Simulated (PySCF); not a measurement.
Species: C5H8FNS (charge +1 and doublet state).
Geometry (GFN2-xTB, Å), atoms numbered from 1 in this order:
```
atom  x, y, z in Å
C1     3.1817    0.4907    0.4418
N2     1.9797    0.2649    0.6287
C3     0.8496    0.0613   -0.1645
C4    -0.3137   -0.5134    0.6875
C5    -1.6290   -0.7142   -0.0736
C6    -2.4385    0.3377    0.6871
F7    -2.7729    1.4094   -0.0543
S8    -1.0353    0.7128    1.8356
H9     3.6574    0.5793   -0.5399
H10    3.8295    0.6143    1.3025
H11    0.5318    1.0091   -0.6144
H12    1.0399   -0.6705   -0.9618
H13    0.0502   -1.3855    1.2301
H14   -2.0407   -1.7169    0.0282
H15   -1.5681   -0.4735   -1.1352
H16   -3.3292    0.0032    1.2257
```

The hyperfine couplings belong to this conformer and change with its torsions.

Identity: `C=NC[C@@H]1C[C@H](F)[S+]1` [radical] (charge +1).

Theory: UKS B3LYP, pcH-1 on C F H N S, non-relativistic, mean-field spin-orbit, GIAO (PySCF). One conformer (not necessarily the lowest) at the GFN2-xTB geometry, without solvent, vibrations or thermal averaging. Couplings are sensitive to structure, and on GFN2-xTB geometries they can be far from those on DFT ones, by a factor of two or more for some ions and for spin on atoms past the first row. The SCF solution wasn't tested for stability.

Problem. Match the computed a_iso(13C) values +57.3, -5.7, -3.5 MHz with the sites C3; C4; C6.

Solution. 
| site | a_iso (MHz) | ρ(0) (bohr⁻³) | position | distance from S8 (Å) | spin population | largest \|T\| (MHz) |
| --- | --- | --- | --- | --- | --- | --- |
| C3 | +57.3 | +0.0509 | 1 bond from N2 | 2.82 | +0.02 | 15.2 |
| C4 | -3.5 | -0.0035 | 1 bond from S8 | 1.83 | +0.01 | 14.3 |
| C6 | -5.7 | -0.0051 | 1 bond from S8 | 1.85 | -0.01 | 1.6 |

ρ(0) is the spin density at the nucleus and T the dipolar tensor; a_iso includes a spin–orbit part. The largest Mulliken spin populations are on S8 (+0.47) and N2 (+0.39). Main spin sites, with 60 % or more of the largest population: N2, S8; positions count bonds from the nearest.

β density exceeds α density at some nuclei, such as C6 (-0.0051) and C4 (-0.0035), spin density in bohr⁻³. In a single determinant that takes different orbitals for the two spins, that is spin polarisation.

The SMILES `C=NC[C@@H]1C[C@H](F)[S+]1` draws the unpaired electron on S8, whose computed spin population is only +0.47.

On one thread, Arm Neoverse V2 (aarch64), shared host with 96 logical CPUs at a one-minute load of 45, this took 1.9 min (grids of density and orbitals included) and 0.98 GiB of memory at its peak.
